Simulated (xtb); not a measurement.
xtb input (GFN1-xTB):

```bash
xtb mol.xyz --gfn 1 --sp --chrg 0 --uhf 0
```
mol.xyz:
```
3

Te    -0.00070909     0.04327509     0.00226130
H     -1.16040669    -1.14501690    -0.04830027
H      1.19727946    -1.10528797    -0.06928709
```

Output:

```
           -------------------------------------------------
          |                Calculation Setup                |
           -------------------------------------------------

           -------------------------------------------------
          |                 G F N 1 - x T B                 |
           -------------------------------------------------

        Reference                      10.1021/acs.jctc.7b00118
      * Hamiltonian:
        H0-scaling (s, p, d)           1.850000    2.250000    2.000000
        zeta-weighting                 0.000000
      * Dispersion:
        s8                             2.400000
        a1                             0.630000
        a2                             5.000000
        s9                             0.000000
      * Repulsion:
        kExp                           1.500000
        rExp                           1.000000
      * Coulomb:
        alpha                          2.000000
        third order                    atomic
        anisotropic                    false
      * Halogen bond correction:
        rad-scale                      1.300000
        damping                        0.440000

          ...................................................
          :                      SETUP                      :
          :.................................................:
          :  # basis functions                  14          :
          :  # atomic orbitals                  13          :
          :  # shells                            7          :
          :  # electrons                         8          :
          :  # halogen bonds                     0          :
          :  max. iterations                   250          :
          :  Hamiltonian                  GFN1-xTB          :
          :  restarted?                      false          :
          :  GBSA solvation                  false          :
          :  PC potential                    false          :
          :  electronic temp.          300.0000000     K    :
          :  accuracy                    1.0000000          :
          :  -> integral cutoff          0.2500000E+02      :
          :  -> integral neglect         0.1000000E-07      :
          :  -> SCF convergence          0.1000000E-05 Eh   :
          :  -> wf. convergence          0.2000000E-04 e    :
          :  Broyden damping             0.4000000          :
          :  net charge                          0          :
          :  unpaired electrons                  0          :
          ...................................................

 iter      E             dE          RMSdq      gap      omega  full diag
   1     -4.8523132 -0.485231E+01  0.480E-01    4.70       0.0  T
   2     -4.8527814 -0.468197E-03  0.215E-01    4.76       1.0  T
   3     -4.8527872 -0.577528E-05  0.151E-01    4.77       1.0  T
   4     -4.8527873 -0.152105E-06  0.948E-04    4.77      60.9  T
   5     -4.8527873 -0.113503E-08  0.105E-05    4.77    5481.8  T
   6     -4.8527873 -0.648370E-13  0.709E-06    4.77    8143.1  T

   *** convergence criteria satisfied after 6 iterations ***

         #    Occupation            Energy/Eh            Energy/eV
      -------------------------------------------------------------
         1        2.0000           -1.1042840             -30.0491
         2        2.0000           -0.4852246             -13.2036
         3        2.0000           -0.4586455             -12.4804
         4        2.0000           -0.3581364              -9.7454 (HOMO)
         5                         -0.1829122              -4.9773 (LUMO)
         6                         -0.1098927              -2.9903
         7                         -0.0744448              -2.0257
         8                         -0.0538340              -1.4649
         9                         -0.0073756              -0.2007
       ...                                ...                  ...
        13                          0.8591032              23.3774
      -------------------------------------------------------------
                  HL-Gap            0.1752241 Eh            4.7681 eV
             Fermi-level           -0.2705243 Eh           -7.3613 eV

 SCC (total)                   0 d,  0 h,  0 min,  0.003 sec
 SCC setup                      ...        0 min,  0.000 sec (  4.461%)
 Dispersion                     ...        0 min,  0.000 sec (  1.889%)
 classical contributions        ...        0 min,  0.000 sec (  0.833%)
 integral evaluation            ...        0 min,  0.001 sec ( 26.041%)
 iterations                     ...        0 min,  0.001 sec ( 38.639%)
 molecular gradient             ...        0 min,  0.001 sec ( 21.859%)
 printout                       ...        0 min,  0.000 sec (  5.727%)

         :::::::::::::::::::::::::::::::::::::::::::::::::::::
         ::                     SUMMARY                     ::
         :::::::::::::::::::::::::::::::::::::::::::::::::::::
         :: total energy              -4.843125454099 Eh    ::
         :: gradient norm              0.008880217484 Eh/a0 ::
         :: HOMO-LUMO gap              4.768091354434 eV    ::
         ::.................................................::
         :: SCC energy                -4.852787325315 Eh    ::
         :: -> electrostatic           0.000355917582 Eh    ::
         :: repulsion energy           0.010034595108 Eh    ::
         :: dispersion energy         -0.000372723892 Eh    ::
         :: halogen bond corr.         0.000000000000 Eh    ::
         :: add. restraining           0.000000000000 Eh    ::
         :: total charge               0.000000000000 e     ::
         :::::::::::::::::::::::::::::::::::::::::::::::::::::

           -------------------------------------------------
          |                Property Printout                |
           -------------------------------------------------

    * Orbital Energies and Occupations

         #    Occupation            Energy/Eh            Energy/eV
      -------------------------------------------------------------
         1        2.0000           -1.1042840             -30.0491
         2        2.0000           -0.4852246             -13.2036
         3        2.0000           -0.4586455             -12.4804
         4        2.0000           -0.3581364              -9.7454 (HOMO)
         5                         -0.1829122              -4.9773 (LUMO)
         6                         -0.1098927              -2.9903
         7                         -0.0744448              -2.0257
         8                         -0.0538340              -1.4649
         9                         -0.0073756              -0.2007
        10                         -0.0073756              -0.2007
        11                         -0.0073756              -0.2007
        12                          0.3343314               9.0976
        13                          0.8591032              23.3774
      -------------------------------------------------------------
                  HL-Gap            0.1752241 Eh            4.7681 eV
             Fermi-level           -0.2705243 Eh           -7.3613 eV

  Mulliken/CM5 charges         n(s)   n(p)   n(d)
     1Te   -0.05593 -0.12831   1.981  4.076 -0.001
     2H     0.02796  0.06416   0.972  0.000  0.000
     3H     0.02796  0.06416   0.972  0.000  0.000

Wiberg/Mayer (AO) data.
largest (>0.10) Wiberg bond orders for each atom

 ---------------------------------------------------------------------------
     #   Z sym  total        # sym  WBO       # sym  WBO       # sym  WBO
 ---------------------------------------------------------------------------
     1  52 Te   1.982 --     2 H    0.991     3 H    0.991
     2   1 H    1.001 --     1 Te   0.991
Note: The following floating-point exceptions are signalling: IEEE_UNDERFLOW_FLAG IEEE_DENORMAL
normal termination of xtb
     3   1 H    1.001 --     1 Te   0.991
 ---------------------------------------------------------------------------

Topologies differ in total number of bonds
Writing topology from bond orders to xtbtopo.mol

 dipole moment from electron density (au)
     X       Y       Z
  -0.0003   0.0205   0.0011  total (Debye):    0.052

           -------------------------------------------------
          | TOTAL ENERGY               -4.843125454099 Eh   |
          | GRADIENT NORM               0.008880217484 Eh/α |
          | HOMO-LUMO GAP               4.768091354434 eV   |
           -------------------------------------------------

------------------------------------------------------------------------
------------------------------------------------------------------------
 total:
 SCF:
```
